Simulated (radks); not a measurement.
Results of a calculation; reference values are marked as such.
Spin polarisation of the 3p2 shell in Cl3+. Start: [Ne] 3s2 3p(up 1, down 1); electrons of 3p are moved from spin down to spin up, other shells keep equal spins. Level of theory: non-relativistic Kohn-Sham, TPSS, spin-polarised, spherical densities, point nucleus; meta-GGA in the generalised Kohn-Sham scheme (a radial shooting solver on a logarithmic mesh with Libxc functionals).

moment (Bohr magnetons),E - E(0) (eV),e(3p up) (eV),e(3p down) (eV),3s down minus up (eV)
0,0.000,-45.158,-45.158,0.000
0.5,-0.104,-45.551,-44.722,0.887
1,-0.415,-45.907,-44.238,1.788
1.5,-0.940,-46.229,-43.695,2.722
2,-1.686,-46.518,-43.082,3.709

At moment 2 the spin-polarisation energy is -1.686 eV and the 3p exchange splitting 3.437 eV, that is 1.718 eV per Bohr magneton; E = -I m^2/4 would give I = 1.686 eV.
